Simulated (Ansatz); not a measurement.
Input for Ansatz (a quantum-chemistry and plane-wave program): U-PBE/def2-TZVPP on ZrSn, 2S+1 = 3, a spin state set in the input, which need not be the lowest, a point of a bond scan (R = 2.781 Å). Elements past Kr take the def2 small-core potentials; no spin–orbit coupling.

Ansatz 0.2 input:
```yaml
crystal:
  periodic: [false, false, false]
  atoms:
    - {symbol: Zr, position_ang: [0.00000000, 0.00000000, 0.00000000]}
    - {symbol: Sn, position_ang: [0.00000000, 0.00000000, 2.78144200]}
basis:
  gaussian:
    orbitals: def2-TZVPP
    pivot_positions_ang: [[0.00000000, 0.00000000, 0.00000000], [0.00000000, 0.00000000, 2.78144200]]
hamiltonian:
  xc: {name: PBE}
magnetization: {spin_polarized: true, initial_magnetization: 2}
output: {forces: true, orbitals: {seedname: ./end}}
```

It printed:

```
WARN ansatz: RAYON_NUM_THREADS=1 ignored (pool sized by the plan → 1); use --threads N
Functional definition: PBE
integrals: 0.03 GiB planned
700 factors; their error is unknown
mean field: 0.34 GiB planned
mean field evaluation 1: about -7105.0411 eV, gradient 2.2e1 eV
mean field evaluation 2: about -7086.1105 eV, gradient 4.8e1 eV
mean field evaluation 4: about -7108.5536 eV, gradient 4.7e0 eV
mean field evaluation 8: about -7108.7733 eV, gradient 1.8e0 eV
mean field evaluation 16: about -7108.7965 eV, gradient 1.1e-2 eV
mean field evaluation 32: about -7108.8047 eV, gradient 6.5e-1 eV
mean field evaluation 64: about -7108.5494 eV, gradient 5.2e0 eV
mean field evaluation 96: about -7108.6365 eV, gradient 8.8e-1 eV
mean field evaluation 128: about -7108.6616 eV, gradient 3.6e-1 eV
mean field evaluation 160: about -7108.6631 eV, gradient 1.6e-2 eV
mean field evaluation 192: about -7108.6642 eV, gradient 1.7e-2 eV
mean field evaluation 224: about -7106.3787 eV, gradient 1.3e1 eV
mean field evaluation 256: about -7108.5531 eV, gradient 6.6e-1 eV
mean field evaluation 288: about -7108.7969 eV, gradient 1.0e0 eV
mean field -7108.81895179 eV, -261.2442779477 hartree, gradient 7.4e-6 eV, S^2 2.450034; 21 other end points of the search recorded, 0 dependent functions left out
the calculation of the forces begins
reference -7108.81898393 eV, -261.2442791289 hartree; 18, 16 occupied and 88, 90 virtual orbitals, 700 factors
Total energy: -7108.81898393 eV, -261.2442791289 hartree
Atom 0 at     0.000000     0.000000     0.000000 Å, force     0.000000     0.000001     0.531210 eV/Å
Atom 1 at     0.000000     0.000000     2.781442 Å, force    -0.000000    -0.000001    -0.531210 eV/Å
Dipole moment:    -0.000000     0.025872    -0.540391 e Å
```

The run converged. Its determinant has ⟨S²⟩ = 2.45, a mixture of spin states.

Cost: about 2.5 core-minutes (a rough figure).
